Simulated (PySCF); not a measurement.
**Pr(III) with more and more H2O**

Computed with PySCF 2.14.0, PBE0, def2-SVP on the ligands, density fitting, scalar-relativistic core potentials, no spin-orbit coupling, vacuum. The metal has lcecp-1-SVP with ECP48. Each complex is relaxed within the symmetry of its template. Distances are means of the shortest metal–ligand contacts, charges and spins Mulliken's; removal energies are rigid, with the ligand's formal charge and no counterpoise, so too large; for an anion taken off a cation in vacuum most of it is the attraction of opposite charges, and multiply charged cations can part far more cheaply with an electron moved from ligand to metal. lcecp potentials hold a fixed number of 4f electrons in the core, out of states, spins and gaps.

```
     complex  point group  M–H2O (Å)  charge on M (e)  removal of one H2O (eV)  strongest infrared band, degenerate modes summed (cm⁻¹)  unstable modes (below −25 cm⁻¹)
 [Pr(H2O)]3+          C2v      2.284             2.59                     4.67                                                     3436                                0
[Pr(H2O)3]3+          D3h      2.374             2.08                     3.45                                                        –                                4
[Pr(H2O)4]3+           S4      2.390             1.84                     3.16                                                     3636                                0
```

(1) What does the calculation give for [Pr(H2O)2]3+?

Members with unstable modes aren't minima as they stand: saddle points kept by symmetry or, where the modes are soft, flat surfaces and noise. Moved off a saddle point of the template and relaxed again: [Pr(H2O)2]3+, [Pr(H2O)4]3+. One start shape was tried for each, so a minimum needn't be the lowest isomer.

Answers

(1) point group: C1, nearly C2, M–H2O (Å): 2.321, charge on M (e): 2.29, removal of one H2O (eV): 4.02, strongest infrared band, degenerate modes summed (cm⁻¹): 3517, unstable modes (below −25 cm⁻¹): 0.
```xyz
7

Pr    1.0713    0.0508   -0.0018
O    -0.1783    0.0705    1.9537
H     0.1442    0.2175    2.8808
H    -1.1502   -0.0743    2.0839
O    -0.1794   -0.0803   -1.9528
H     0.1429   -0.2928   -2.8668
H    -1.1485    0.0714   -2.0970
```
